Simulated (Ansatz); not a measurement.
Frontier orbitals of Cl$_{2}$F$_{6}$GeSi$_{2}$, SMILES `F[Si](F)(F)[Ge]([Cl])([Cl])[Si](F)(F)F`.

```xyz
11

F     1.943   -0.731   -1.907
Si    1.477   -1.375   -0.549
F     2.558   -1.050    0.547
F     1.396   -2.933   -0.731
Ge   -0.635   -0.486    0.096
Cl   -2.042   -1.022   -1.433
Cl   -1.201   -1.458    1.923
Si   -0.844    1.859    0.453
F    -0.480    2.641   -0.863
F     0.140    2.322    1.591
F    -2.311    2.232    0.873
```

The species carries charge 0 and has multiplicity 1. Correlated methods include outer-core shells of Ge, which these sets cover unevenly. Scalar relativity is left out up to krypton. The geometry is a stationary point of PBE0-D4/def2-TZVP. It is one conformer, not always the lowest. Basis def2-TZVPP, Ansatz 0.2.0.

```
             functional  HOMO (eV)  LUMO (eV)  gap (eV)
                    PBE      -7.58      -2.74      4.84
                 r2SCAN      -7.90      -2.59      5.31
                 B97M-V      -8.00      -2.55      5.45
                   PBE0      -8.91      -1.95      6.96
HSE06 (plane-wave form)      -8.51      -2.33      6.18
                  BHLYP     -10.12      -1.05      9.07
                ωB97M-V     -10.93      -0.05     10.88
                     HF     -11.94       1.35     13.29
```

A quarter of exact exchange (PBE0) shifts PBE's HOMO by −1.33 eV and its LUMO by +0.78 eV; full exchange at long range (ωB97M-V) shifts them by −3.35 and +2.69 eV. The gap opens from 4.84 to 10.88 eV, since occupied levels lose self-interaction and empty ones feel all the electrons.
